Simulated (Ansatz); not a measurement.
Input file for CH$_{9}$NOSi$_{2}$, SMILES `OC([SiH3])N[SiH3]`:

```yaml
crystal:
  periodic: [false, false, false]
  atoms:
    - {symbol: O, position_ang: [-1.035034, 1.761071, 0.458082]}
    - {symbol: C, position_ang: [-0.258385, 0.579671, 0.472251]}
    - {symbol: Si, position_ang: [1.532451, 1.101066, 0.861269]}
    - {symbol: N, position_ang: [-0.350019, -0.146537, -0.766765]}
    - {symbol: Si, position_ang: [-0.767457, -1.813478, -0.885475]}
    - {symbol: H, position_ang: [-1.912322, 1.525114, 0.135384]}
    - {symbol: H, position_ang: [-0.612033, -0.098958, 1.265819]}
    - {symbol: H, position_ang: [2.333382, -0.132925, 1.077873]}
    - {symbol: H, position_ang: [1.621109, 1.968340, 2.063482]}
    - {symbol: H, position_ang: [2.060940, 1.822664, -0.327789]}
    - {symbol: H, position_ang: [0.102127, 0.308931, -1.546159]}
    - {symbol: H, position_ang: [-1.974212, -2.048699, -0.048357]}
    - {symbol: H, position_ang: [0.289060, -2.754652, -0.414467]}
    - {symbol: H, position_ang: [-1.042508, -2.100808, -2.316246]}
basis:
  gaussian: {orbitals: def2-TZVPP}
correlation: {method: ccsd_t}
```

```sh
$ ansatz run in.yaml --threads 4 --pin off --events-out ev --progress --plain --max-ram 10444MiB
```

Output of Ansatz, abridged:

```
Functional definition: HF
1758 factors; integrals over basis functions are off by at most 1.2e-3 eV
mean field evaluation 1: about -20414.1473 eV, gradient 4.2e1 eV
mean field evaluation 2: about -20414.4613 eV, gradient 4.2e1 eV
mean field evaluation 4: about -20418.7831 eV, gradient 4.4e0 eV
mean field evaluation 8: about -20418.8600 eV, gradient 1.8e-1 eV
mean field -20418.86012688 eV, -750.3792692625 hartree, gradient 2.2e-6 eV, S^2 0.000000; 0 other end points of the search recorded, 0 dependent functions left out
13 core orbitals not correlated: weight in the atoms' cores, before any rotation towards them, 1.000 or more for the frozen orbitals, at most 0.000 for the correlated occupied ones
reference -20418.86012688 eV, -750.3792692625 hartree; 16, 16 occupied and 274, 274 virtual orbitals, 1758 factors
second order -23.96653331 eV of doubles, -0.00000000 eV of singles
cycle   1  -24.73074765 eV  change   -7.6e-1 eV  update   1.1e-1
cycle   2  -25.41357041 eV  change   -6.8e-1 eV  update   3.2e-2
cycle   3  -25.53953568 eV  change   -1.3e-1 eV  update   1.6e-2
cycle   4  -25.52654208 eV  change    1.3e-2 eV  update   3.8e-3
cycle   5  -25.52552233 eV  change    1.0e-3 eV  update   1.9e-3
cycle   6  -25.52610056 eV  change   -5.8e-4 eV  update   5.6e-4
cycle   7  -25.52577263 eV  change    3.3e-4 eV  update   2.2e-4
cycle   8  -25.52570453 eV  change    6.8e-5 eV  update   7.9e-5
cycle   9  -25.52573714 eV  change   -3.3e-5 eV  update   3.1e-5
perturbative correction -0.94522277 eV, -0.0347362960 hartree
Total energy: -20445.33108679 eV, -751.3520590965 hartree
```

Hardware: 4 threads of an Arm Neoverse V1 on a shared host. Wall time 16 min, peak host memory 3.9 GiB.

Correlation energy per correlated electron: -0.827 eV. T1 diagnostic: 0.0118.
